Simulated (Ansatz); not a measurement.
Consider the cleavage of the B–Si bond: `B[SiH]1BS1` + `BNCC=C` → `BN(B)CC=C` + `B1[SiH2]S1`.

Calculated with Ansatz (gas phase, PBE0-D4/def2-TZVP geometries, no zero-point term in ΔE). CBS: MP2 limit from def2 TZ/QZ plus the TZ coupled-cluster correction, frozen cores. One conformer a species, not always the lowest.

`B[SiH]1BS1`:

Z-matrix (Å, degrees):
```
Si
B 1 1.968
S 1 2.194 2 49.1
B 1 1.966 2 119.4 3 100.2
H 1 1.484 2 117.8 3 -95.4
H 2 1.184 1 151.7 3 178.5
H 4 1.195 1 121.6 2 136.0
H 4 1.194 1 119.0 2 -39.4
```

`BNCC=C`:

Z-matrix (Å, degrees):
```
C
N 1 1.450
C 1 1.495 2 112.1
H 1 1.096 2 110.6 3 122.4
H 1 1.094 2 107.0 3 -120.9
B 2 1.384 1 127.0 3 118.4
H 2 1.009 1 113.2 3 -59.7
C 3 1.325 1 124.2 2 121.5
H 3 1.088 1 115.7 2 -57.7
H 6 1.197 2 118.8 1 -179.1
H 6 1.198 2 118.8 1 0.9
H 8 1.084 3 121.8 1 179.8
H 8 1.086 3 121.3 1 0.3
```

`BN(B)CC=C`:

```xyz
15

B    -1.365    1.180    0.590
N    -0.077    0.589    0.669
B     1.099    1.382    0.701
C     0.040   -0.865    0.699
C     0.149   -1.493   -0.653
C     0.151   -0.858   -1.815
H    -2.332    0.474    0.605
H    -1.452    2.368    0.523
H     0.997    2.569    0.633
H     2.163    0.843    0.806
H     0.919   -1.143    1.290
H    -0.828   -1.286    1.216
H     0.234   -2.577   -0.636
H     0.069    0.221   -1.882
H     0.234   -1.404   -2.747
```

`B1[SiH2]S1`:

Z-matrix (Å, degrees):
```
Si
S 1 2.169
B 1 1.933 2 50.6
H 1 1.481 2 114.0 3 115.1
H 1 1.481 2 114.0 3 -115.1
H 3 1.184 1 155.2 2 -180.0
```

```tsv
species	CCSD(T)/CBS(def2) energy (Eh)
`B[SiH]1BS1`	-738.82401
`BNCC=C`	-198.47355
`BN(B)CC=C`	-223.88296
`B1[SiH2]S1`	-713.45359
```

Task: Work out ΔE.

Result: ΔE = (-223.88296) + (-713.45359) − (-738.82401) − (-198.47355) = -0.03899 Eh = -24.5 kcal/mol.

Largest T1 diagnostic among the species: 0.020.

From r2SCAN to r2SCAN0 (25 % exact exchange), in def2-TZVPP and without D4, ΔE moves by −1.5 kcal/mol. The D4 term adds −1.5 kcal/mol with B3LYP and −0.8 kcal/mol with PBE0; it sums over pairs of atoms, weighted by their polarisabilities, and B3LYP, whose exchange is more repulsive, gets the larger term. Leaving LDA and LC-ωPBE aside and taking each functional with its dispersion term where it has one, the values, not all of them listed here, spread over 5.9 kcal/mol, from BHLYP-D4 to PBE-D4. LDA lies −3.0 kcal/mol from PBE without D4.

B3LYP here is the variant with VWN-RPA as its local correlation; programs differ in this.
